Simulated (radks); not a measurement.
Results of a calculation; reference values are marked as such.
Effect of the nuclear size on the manganese ion Mn+, [Ar] 3d5 4s1. Code: a radial shooting solver on a logarithmic mesh with Libxc functionals. Model: Dirac Kohn-Sham, BLYP, spin-unpolarised, spherical densities, finite nucleus; open shells fill j = l - 1/2 first; Fermi nuclear charge, rms radius 3.7057 fm. The rms radius is varied about that value; shifts are against it.

rms radius (fm) = 3.2721: total energy shift (eV) -0.0202; density at nucleus (e/bohr^3) 1.324e+04; 1s1/2 shift (meV) -8.54; 2s1/2 shift (meV) -0.758; 2p1/2 shift (meV) 0.082; 3s1/2 shift (meV) -0.107
rms radius (fm) = 3.5056: total energy shift (eV) -0.00960; density at nucleus (e/bohr^3) 1.32e+04; 1s1/2 shift (meV) -4.07; 2s1/2 shift (meV) -0.361; 2p1/2 shift (meV) 0.039; 3s1/2 shift (meV) -0.051
rms radius (fm) = 3.7057: total energy shift (eV) 0; density at nucleus (e/bohr^3) 1.317e+04; 1s1/2 shift (meV) 0.000; 2s1/2 shift (meV) 0.000; 2p1/2 shift (meV) 0.000; 3s1/2 shift (meV) 0.000
rms radius (fm) = 3.8169: total energy shift (eV) 0.00556; density at nucleus (e/bohr^3) 1.316e+04; 1s1/2 shift (meV) 2.36; 2s1/2 shift (meV) 0.209; 2p1/2 shift (meV) -0.023; 3s1/2 shift (meV) 0.030
rms radius (fm) = 4.117: total energy shift (eV) 0.0213; density at nucleus (e/bohr^3) 1.312e+04; 1s1/2 shift (meV) 9.05; 2s1/2 shift (meV) 0.803; 2p1/2 shift (meV) -0.087; 3s1/2 shift (meV) 0.114

Slopes of the eigenvalues against <r^2> in GHz/fm^2, as finite differences over the two radii next to the reference (eigenvalue slopes, not the field-shift constants of lines): 1s1/2 682, 2s1/2 60.5, 2p1/2 -6.58, 3s1/2 8.56.
